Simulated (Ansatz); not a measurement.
B$_{2}$BrFH$_{4}$Si, SMILES `FBB([SiH3])Br`. Charge 0, multiplicity 1. The structure was optimised at the PBE0-D4/def2-TZVP level. It is one conformer, not always the lowest.

```xyz
9

F    -1.879   -1.677   -1.065
B    -0.578   -1.465   -0.925
B     0.024    0.085   -0.653
Si    0.358    0.971    1.127
Br    0.538    1.019   -2.242
H     0.135   -2.433   -1.006
H    -0.736    0.667    2.089
H     0.519    2.443    1.003
H     1.619    0.389    1.672
```

Task: What is the dipole moment at r2SCAN/def2-TZVPP? (Estimate.)

Result: The calculation gave: 0.69 D, with components (0.56, 0.14, 0.38) D in this frame, pointing from negative to positive charge.

Task: And with PBE, B3LYP, ωB97M-V? (Estimate.)

Result: Ansatz gave: PBE 0.64 D, B3LYP 0.72 D, ωB97M-V 0.69 D.

Task: Give the Mulliken charges with r2SCAN, ωB97M-V, B3LYP in def2-TZVPP. (An estimate is asked.)

Result: The calculation gave: 
```csv
atom,r2SCAN,ωB97M-V,B3LYP
F1,-0.23,-0.21,-0.22
B2,0.23,0.16,0.20
B3,0.09,0.05,0.11
Si4,0.17,0.04,0.13
Br5,-0.04,-0.02,-0.05
H6,-0.03,0.04,0.00
H7,-0.07,-0.02,-0.06
H8,-0.06,-0.02,-0.06
H9,-0.06,-0.02,-0.06
```

B3LYP here is the variant with VWN-RPA as its local correlation; programs differ in this.
